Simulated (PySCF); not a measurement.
C2H5Cl2Si (SMILES [CH2][Si](C)(Cl)Cl), doublet, at a GFN2-xTB geometry.

PySCF was given this input:
```python
from pyscf import gto, scf, dft

mol = gto.M(
    atom='''
C    -1.30812215   -1.52127764   -0.54406338
Si    0.01262226   -0.32473758   -0.06082586
C     1.73881233   -1.12320320    0.11087430
Cl   -0.46846581    0.51463813    1.72890142
Cl    0.13777144    1.13737520   -1.46996919
H    -1.54162794   -1.73775962   -1.57106094
H    -1.87363874   -2.07880668    0.18082678
H     1.73631846   -1.90049328    0.86868372
H     2.48251296   -0.38326933    0.39586340
H     2.05738669   -1.57068661   -0.82546441
''',
    basis='def2-sv(p)',
    spin=1,
    verbose=4,
)

mf = dft.UKS(mol)
mf.xc = 'scan'
mf = mf.density_fit(auxbasis='def2-universal-jkfit')
mf.kernel()
```

Question: What is the computed <S^2> (DF-SCAN/def2-SV(P) (PySCF))?

Answer: 0.754

Question: Estimate the nuclear repulsion energy that DF-SCAN/def2-SV(P) returns for this input.

Answer: 351.6465 Eh

Question: Give the total energy at the level DF-SCAN/def2-SV(P).

Answer: -1288.771853 Ha

Question: Predict the Mulliken (on the basis functions themselves) charges in atom order from DF-SCAN/def2-SV(P).

Answer: C1 -0.48, Si2 0.77, C3 -0.60, Cl4 -0.26, Cl5 -0.26, H6 0.17, H7 0.17, H8 0.16, H9 0.17, H10 0.16

These values belong to the state on which the SCF converged, which isn't shown to be the lowest.
